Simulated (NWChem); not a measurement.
Everything below was run with NWChem. System: H4BFS, charge 0, spin multiplicity 1, at a geometry optimised with PBE/def2-SVP. The structure started from a generated list of species. Level: PBE0/aug-pcseg-1.

NWChem printed:

```
             Northwest Computational Chemistry Package (NWChem) 7.3.0
             --------------------------------------------------------

                                NWChem Input Module
                                -------------------

 Scaling coordinates for geometry "geometry" by  1.889725989
 (inverse scale =  0.529177249)

 Turning off AUTOSYM since
 SYMMETRY directive was detected!

                             Geometry "geometry" -> ""
                             -------------------------

 Output coordinates in angstroms (scale by  1.889725989 to convert to a.u.)

  No.       Tag          Charge          X              Y              Z
 ---- ---------------- ---------- -------------- -------------- --------------
    1 B                    5.0000     0.86373000    -0.76648900     0.00000000
    2 H                    1.0000     0.73487200    -1.36999900     1.06043100
    3 H                    1.0000     0.73487200    -1.36999900    -1.06043100
    4 F                    9.0000     1.70276000     0.31266200     0.00000000
    5 S                   16.0000    -1.18963900     0.10471400     0.00000000
    6 H                    1.0000    -1.03951000     1.04153000     0.98083000
    7 H                    1.0000    -1.03951000     1.04153000    -0.98083000

 Effective nuclear repulsion energy (a.u.)      96.3305770921

            Nuclear Dipole moment (a.u.)
            ----------------------------
        X                 Y               Z
 ---------------- ---------------- ----------------
    -0.0000188973    -0.0000018897     0.0000000000

      Symmetry information
      --------------------

 Group name             Cs
 Group number              2
 Group order               2
 No. of unique centers     5

      Symmetry unique atoms

     1    2    4    5    6


 Summary of "ao basis" -> "" (spherical)
 ------------------------------------------------------------------------------
       Tag                 Description            Shells   Functions and Types
 ---------------- ------------------------------  ------  ---------------------
 *                        aug-pcseg-1                 on all atoms

                                 NWChem DFT Module
                                 -----------------

 Summary of "ao basis" -> "ao basis" (spherical)
 ------------------------------------------------------------------------------
       Tag                 Description            Shells   Functions and Types
 ---------------- ------------------------------  ------  ---------------------
 B                        aug-pcseg-1                9       23   4s3p2d
 H                        aug-pcseg-1                5        9   3s2p
 F                        aug-pcseg-1                9       23   4s3p2d
 S                        aug-pcseg-1               11       27   5s4p2d

 Summary of "ao basis" -> "ao basis" (spherical)
 ------------------------------------------------------------------------------
       Tag                 Description            Shells   Functions and Types
 ---------------- ------------------------------  ------  ---------------------
 B                        aug-pcseg-1                9       23   4s3p2d
 H                        aug-pcseg-1                5        9   3s2p
 F                        aug-pcseg-1                9       23   4s3p2d
 S                        aug-pcseg-1               11       27   5s4p2d

      Symmetry analysis of basis
      --------------------------

        a'         69
        a"         40

            General Information
            -------------------
          SCF calculation type: DFT
          Wavefunction type:  closed shell.
          No. of atoms     :     7
          No. of electrons :    34
           Alpha electrons :    17
            Beta electrons :    17
          Charge           :     0
          Spin multiplicity:     1
          Use of symmetry is: on ; symmetry adaption is: on
          Maximum number of iterations: 100
          AO basis - number of functions:   109
                     number of shells:    49
          Convergence on energy requested:  1.00D-06
          Convergence on density requested:  1.00D-05
          Convergence on gradient requested:  5.00D-04
[...]
     1 a'          2 a'          3 a'          4 a'          5 a"
     6 a'          7 a'          8 a'          9 a'         10 a'
    11 a'         12 a"         13 a'         14 a'         15 a"
    16 a'         17 a"         18 a'         19 a'         20 a"
    21 a'         22 a'         23 a'         24 a"         25 a"
    26 a'         27 a"

------------------------------------------------------------
EAF file 0: "./mol.aoints.0" size=524288 bytes
------------------------------------------------------------
               write      read    awrite     aread      wait
               -----      ----    ------     -----      ----
     calls:        1         0         0         0         0
   data(b): 5.24e+05  0.00e+00  0.00e+00  0.00e+00
   time(s): 0.00e+00  0.00e+00  0.00e+00  0.00e+00  0.00e+00
rate(mb/s): 0.00e+00  0.00e+00
------------------------------------------------------------

   convergence    iter        energy       DeltaE   RMS-Dens  Diis-err    time
 ---------------- ----- ----------------- --------- --------- ---------  ------
 d= 0,ls=0.0,diis     1   -523.1309916446 -6.19D+02  9.97D+00  2.58D+00     1.2
 d= 0,ls=0.0,diis     2   -524.1171486864 -9.86D-01  2.50D-02  6.56D+00     1.4
 d= 0,ls=0.0,diis     3   -524.9411774719 -8.24D-01  8.96D-03  4.72D-01     1.7
 d= 0,ls=0.0,diis     4   -524.9945857946 -5.34D-02  2.70D-03  1.27D-01     1.9
 d= 0,ls=0.0,diis     5   -525.0049309904 -1.03D-02  7.04D-04  1.58D-03     2.2
  Resetting Diis
 d= 0,ls=0.0,diis     6   -525.0051590013 -2.28D-04  2.29D-04  4.24D-04     2.4
 d= 0,ls=0.0,diis     7   -525.0052275220 -6.85D-05  5.90D-05  5.87D-06     2.7
 d= 0,ls=0.0,diis     8   -525.0052279174 -3.95D-07  2.28D-05  3.46D-06     3.0
 d= 0,ls=0.0,diis     9   -525.0052284443 -5.27D-07  2.67D-06  7.08D-08     3.3

         Total DFT energy =     -525.005228444349
      One electron energy =     -916.178914021119
           Coulomb energy =      336.214567515353
    Exchange-Corr. energy =      -41.371459030702
 Nuclear repulsion energy =       96.330577092118

 Numeric. integr. density =       33.999988457399

     Total iterative time =      3.0s

                  Occupations of the irreducible representations
                  ----------------------------------------------

                     irrep           alpha         beta
                     --------     --------     --------
                     a'               13.0         13.0
                     a"                4.0          4.0

                       DFT Final Molecular Orbital Analysis
                       ------------------------------------

 Vector   15  Occ=2.000000D+00  E=-4.002349D-01  Symmetry=a'
              MO Center= -5.3D-01, -3.0D-01, -3.6D-15, r^2= 3.0D+00
   Bfn.  Coefficient  Atom+Function         Bfn.  Coefficient  Atom+Function
  ----- ------------  ---------------      ----- ------------  ---------------
    74      0.424771  5 S  py                67     -0.279662  5 S  s
    68     -0.272494  5 S  s                 73      0.273588  5 S  px
    66      0.188072  5 S  s                  3      0.182538  1 B  s
     6     -0.177235  1 B  py                92      0.162066  6 H  s
   101      0.162066  7 H  s                 24      0.160899  2 H  s

 Vector   16  Occ=2.000000D+00  E=-3.173774D-01  Symmetry=a'
              MO Center= -4.0D-01, -1.4D-01,  3.4D-14, r^2= 3.0D+00
   Bfn.  Coefficient  Atom+Function         Bfn.  Coefficient  Atom+Function
  ----- ------------  ---------------      ----- ------------  ---------------
    73      0.633168  5 S  px                76      0.406982  5 S  px
    70     -0.233344  5 S  px                46      0.201877  4 F  px
    47     -0.174662  4 F  py                 6      0.162515  1 B  py
    49      0.152747  4 F  px                24     -0.147768  2 H  s
    33     -0.147768  3 H  s                  3     -0.134608  1 B  s

 Vector   17  Occ=2.000000D+00  E=-3.072894D-01  Symmetry=a"
              MO Center=  9.1D-01, -8.4D-01, -2.5D-14, r^2= 2.1D+00
   Bfn.  Coefficient  Atom+Function         Bfn.  Coefficient  Atom+Function
  ----- ------------  ---------------      ----- ------------  ---------------
     7      0.349203  1 B  pz                48     -0.348387  4 F  pz
    24      0.312193  2 H  s                 33     -0.312193  3 H  s
    51     -0.256137  4 F  pz                25      0.187992  2 H  s
    34     -0.187992  3 H  s                 10      0.153446  1 B  pz
    54     -0.102397  4 F  pz                93     -0.100275  6 H  s

 Vector   18  Occ=0.000000D+00  E=-2.628200D-02  Symmetry=a'
              MO Center= -1.3D+00,  1.1D+00,  1.9D-13, r^2= 8.9D+00
   Bfn.  Coefficient  Atom+Function         Bfn.  Coefficient  Atom+Function
  ----- ------------  ---------------      ----- ------------  ---------------
    69      0.965048  5 S  s                 94     -0.826928  6 H  s
   103     -0.826928  7 H  s                 93     -0.639216  6 H  s
   102     -0.639216  7 H  s                 68      0.614307  5 S  s
    77      0.527126  5 S  py                 4      0.416318  1 B  s
    80      0.303891  5 S  py                74      0.283968  5 S  py

 Vector   19  Occ=0.000000D+00  E=-1.730604D-02  Symmetry=a"
              MO Center= -1.1D+00,  6.1D-01, -4.5D-15, r^2= 4.7D+00
   Bfn.  Coefficient  Atom+Function         Bfn.  Coefficient  Atom+Function
  ----- ------------  ---------------      ----- ------------  ---------------
    94      1.413016  6 H  s                103     -1.413016  7 H  s
    93      1.044779  6 H  s                102     -1.044779  7 H  s
    78     -0.973783  5 S  pz                81     -0.720129  5 S  pz
    75     -0.497704  5 S  pz                92      0.263830  6 H  s
   101     -0.263830  7 H  s                 72      0.170477  5 S  pz

 Vector   20  Occ=0.000000D+00  E= 9.421539D-03  Symmetry=a'
              MO Center= -1.3D-01, -5.6D-01, -3.9D-13, r^2= 1.4D+01
   Bfn.  Coefficient  Atom+Function         Bfn.  Coefficient  Atom+Function
  ----- ------------  ---------------      ----- ------------  ---------------
     4      3.741246  1 B  s                 26     -1.510140  2 H  s
    35     -1.510140  3 H  s                 69     -0.994479  5 S  s
     3      0.956305  1 B  s                 79     -0.728227  5 S  px
    11     -0.607594  1 B  px                 8     -0.528739  1 B  px
    80      0.490746  5 S  py                25     -0.304954  2 H  s

 center of mass
 --------------
 x =   0.09188029 y =   0.00536499 z =   0.00000000

 moments of inertia (a.u.)
 ------------------
          67.317274131232          19.203803228168           0.000000000000
          19.203803228168         413.749011363391           0.000000000000
           0.000000000000           0.000000000000         451.028369724540

     Multipole analysis of the density
     ---------------------------------

     L   x y z        total         alpha         beta         nuclear
     -   - - -        -----         -----         ----         -------
     0   0 0 0     -0.000000    -17.000000    -17.000000     34.000000

     1   1 0 0     -1.147345     -0.573663     -0.573663     -0.000019
     1   0 1 0      0.636463      0.318232      0.318232     -0.000002
     1   0 0 1     -0.000000     -0.000000     -0.000000      0.000000

     2   2 0 0    -22.414982   -110.679065   -110.679065    198.943147
     2   1 1 0     -1.475792      7.637610      7.637610    -16.751012
     2   1 0 1     -0.000000     -0.000000     -0.000000      0.000000
     2   0 2 0    -19.551289    -27.481247    -27.481247     35.411206
     2   0 1 1      0.000000      0.000000      0.000000      0.000000
     2   0 0 2    -18.662460    -16.782403    -16.782403     14.902347

 Task  times  cpu:        3.3s     wall:        3.3s

 Total times  cpu:        3.3s     wall:        3.3s
```

Task: Write an NWChem input that would produce this output.

Result: One answer among several that fit: 
```
start mol
memory heap 200 mb stack 900 mb global 1100 mb
geometry units angstroms nocenter noautoz
  B      0.863730    -0.766489     0.000000
  H      0.734872    -1.369999     1.060431
  H      0.734872    -1.369999    -1.060431
  F      1.702760     0.312662     0.000000
  S     -1.189639     0.104714     0.000000
  H     -1.039510     1.041530     0.980830
  H     -1.039510     1.041530    -0.980830
  symmetry group Cs
end
basis spherical
  * library aug-pcseg-1
end
dft
  xc pbe0
  semidirect memsize 60000000 filesize 0
  iterations 100
end
task dft energy
```
